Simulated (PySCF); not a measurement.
C2H4ClFOSi, SMILES O=C[Si@](Cl)(C)F.

Coordinates come from a ωB97X-D3(BJ)/def2-SVP optimisation. The structure was generated by enumeration; whether it is a known compound was not checked. The values are those of a single conformer.

Two levels are set side by side: PBE/def2-TZVP (PySCF) and r2SCAN/def2-TZVP (PySCF). Same geometry, gas phase. Differences are taken from unrounded values.

```csv
quantity,r2SCAN,PBE,PBE minus r2SCAN
orbital gap (eV),3.18,2.71,-0.47
highest occupied level (eV),-6.22,-5.93,0.29
lowest empty level (eV),-3.04,-3.21,-0.18
dipole moment (D),0.88,0.86,-0.02
mean polarisability (bohr³),60.9,62.9,2.0
```

Rough cost on one machine, each run with all the roots and properties that it gave: r2SCAN against PBE about 3 times.
